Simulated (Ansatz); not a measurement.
GeH$_{6}$O$_{2}$Si, SMILES `O[SiH2][O][GeH3]`. Charge 0, multiplicity 1.

```csv
atom,x (Å),y (Å),z (Å)
O1,-0.493,-1.542,-1.407
Si2,-0.021,0.032,-1.368
O3,-0.319,0.748,0.063
Ge4,0.283,0.468,1.714
H5,-1.433,-1.725,-1.411
H6,-0.755,0.825,-2.385
H7,1.435,-0.020,-1.637
H8,-0.640,-0.559,2.386
H9,0.215,1.828,2.417
H10,1.727,-0.055,1.627
```

Question: What are the harmonic wavenumbers in cm⁻¹ at PBE0-D4/def2-TZVP (Ansatz, finite differences of forces, unscaled)? (Best estimate.)

Answer: Ansatz gave: 43, 52, 111, 254, 348, 522, 624, 644, 666, 776, 847, 849, 871, 876, 903, 947, 971, 1044, 2159, 2169, 2184, 2231, 2243, 3924.

Question: Is this a minimum?

Answer: Yes, all 24 modes are real.

Question: Give the ideal-gas thermochemistry at 298.15 K and 1 bar (rigid rotor, harmonic oscillator; point group C1, symmetry number 1).

Answer: Zero-point energy 157.0 kJ/mol; H(298) − E = 178.4 kJ/mol; entropy 363.6 J/(mol·K), of which translation 170.4, rotation 113.5, vibration 79.8; G(298) − E = 70.0 kJ/mol. Modes under 100 cm⁻¹ are hindered rotations or soft bends, so the harmonic entropy is rough.

Question: And at 400, 500, 600, 800 and 1000 K?

Answer: 
```json
{"T (K)": "400", "H − E (kJ/mol)": "190.6", "S (J/mol/K)": "398.6", "G − E (kJ/mol)": "31.2"}
{"T (K)": "500", "H − E (kJ/mol)": "204.5", "S (J/mol/K)": "429.5", "G − E (kJ/mol)": "-10.3"}
{"T (K)": "600", "H − E (kJ/mol)": "219.8", "S (J/mol/K)": "457.4", "G − E (kJ/mol)": "-54.7"}
{"T (K)": "800", "H − E (kJ/mol)": "253.7", "S (J/mol/K)": "506.1", "G − E (kJ/mol)": "-151.1"}
{"T (K)": "1000", "H − E (kJ/mol)": "290.7", "S (J/mol/K)": "547.3", "G − E (kJ/mol)": "-256.6"}
```

Question: Rotational constants (cm⁻¹)?

Answer: 0.345, 0.04976, 0.04599.
